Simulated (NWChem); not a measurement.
System: C$_{3}$H$_{3}$FO$_{2}$; SMILES FC1=COCO1

The following NWChem deck was run.

```
start job
memory heap 200 mb stack 900 mb global 1100 mb
geometry units angstroms noautosym nocenter noautoz
  F     -0.012920    -2.006230     0.065245
  C      0.079248    -0.708824     0.006981
  C      1.130024     0.110921     0.046587
  O      0.669373     1.402456    -0.147379
  C     -0.708054     1.302552     0.098396
  O     -1.081255    -0.038559    -0.178136
  H      2.196739    -0.067663     0.127282
  H     -0.921767     1.514370     1.169935
  H     -1.265967     1.985368    -0.556536
end
basis spherical
  * library 6-311g**
end
dft
  xc b3lyp
  iterations 150
end
property
  shielding
  efieldgrad
end
task dft property
```

All runs use the structure optimised with PBE0/def2-SVP.

GIAO values for the isolated, static molecule; σ is the absolute isotropic shielding, δ = σ(reference) − σ with the isolated reference molecule computed at the same levels (13C: tetramethylsilane, 19F: trichlorofluoromethane, 1H: tetramethylsilane, 17O: water).

Atoms are numbered as in the input.

Question: What results follow from this input? (B3LYP/6-311G** (spherical d), GIAO.) Quantities: δ F1 (ppm); δ C2 (ppm); δ O4 (ppm); δ C5 (ppm); δ H7 (ppm); δ H8 (ppm); δ H9 (ppm).

Answer: 
* **δ F1 (ppm)**: -165.1
* **δ C2 (ppm)**: 164.7
* **δ O4 (ppm)**: 81.9
* **δ C5 (ppm)**: 99.8
* **δ H7 (ppm)**: 5.84
* **δ H8 (ppm)**: 5.45
* **δ H9 (ppm)**: 5.71
